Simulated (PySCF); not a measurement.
InI2, SMILES [I][In+][I], charge +1.

Geometry optimised at PBE-D3(BJ)/def2-SVP. The spin state was assumed, not searched. The isomer is the one that the SMILES or the coordinates give; other isomers of the formula were not compared. The def2 effective core potentials stand for the cores of I, In; spin–orbit coupling is left out.

Computed with IEF-PCM-PBE0/def2-SVP in PySCF.

The values are the electrostatic part of the solvation free energy, E(continuum) − E(gas) at the gas-phase geometry, in a cavity of scaled van der Waals radii (PySCF's table); cavitation and dispersion terms are not included. A continuum can't describe solvent molecules that bind to the metal. In vacuum the orbital gap is 4.15 eV.

| solvent | ε | ΔG(elec) (kcal/mol) | gap (eV) |
|---|---|---|---|
| water | 78.36 | -62.2 | 4.37 |
| cyclohexanone | 15.62 | -58.6 | 4.35 |
| 2-propanol | 19.26 | ___ | ___ |

**Question.** Some entries are withheld; supply them. (Estimate from the structure and the level; the computed values follow.)

**Answer.** 
- 2-propanol, ΔG(elec) (kcal/mol): -59.4
- 2-propanol, gap (eV): 4.35
